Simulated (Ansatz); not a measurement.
Molecule: TeF₃ (charge +1, singlet). SMILES: F[Te+](F)F
Geometry: optimised at B3LYP-D3(BJ)/def2-TZVP (Ansatz, a quantum-chemistry and plane-wave program).

Wanted: vertical triplet-singlet gap, E(triplet) - E(singlet), in eV. Conventions: 6-31G* and kin with 6d, 5d where marked; each state is the SCF solution reached for its charge and spin; spin-orbit terms left out; no dispersion term unless named; LANL2DZ with its own core potentials from Na on; def2 sets with scalar-relativistic core potentials past Kr; UHF or UKS for open shells. Ab initio and DFT rows: single points at B3LYP-D3(BJ) geometries (Ansatz). The spin state of an ion or metal species was assumed, not searched. Levels can end on unlike triplets.

```tsv
species	coefficient	E at B3LYP/6-31G* with LANL2DZ past Ar (Ansatz), Eh	E at wB97M-V/def2-TZVPD (Ansatz), Eh
charge 1, triplet	+1	-307.00817	-567.05978
charge 1, singlet	-1	-307.22569	-567.28941
```

 1 Eh = 27.2114 eV.

### Question
Compute it at each level from the table.

### Answer

- B3LYP/6-31G* with LANL2DZ past Ar: the sum of coefficient times E is 0.21752 Eh, or 5.919 eV. Result: 5.92 eV.
- wB97M-V/def2-TZVPD: the sum of coefficient times E is 0.22963 Eh, or 6.249 eV. Result: 6.25 eV.
